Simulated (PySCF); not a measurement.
sulfur dioxide (O2S), singlet, geometry from GFN2-xTB.

Here is a job for PySCF.
```python
from pyscf import gto, scf, dft

mol = gto.M(
    atom='''
S     0.013936   -0.004006    0.377829
O    -0.033217    1.222429   -0.364198
O     0.005345   -1.214416   -0.391460
''',
    basis='sto-3g',
    charge=0,
    spin=0,
    verbose=4,
)

mf = dft.RKS(mol)
mf.xc = 'blyp'
mf.kernel()
```

Task: What does this run give for the HOMO energy, Mulliken (on the basis functions themselves) charges in atom order?

Result: 
```json
{
  "HOMO energy": "-1.78 eV",
  "Mulliken (on the basis functions themselves) charges in atom order": "S1 0.74, O2 -0.37, O3 -0.37"
}
```
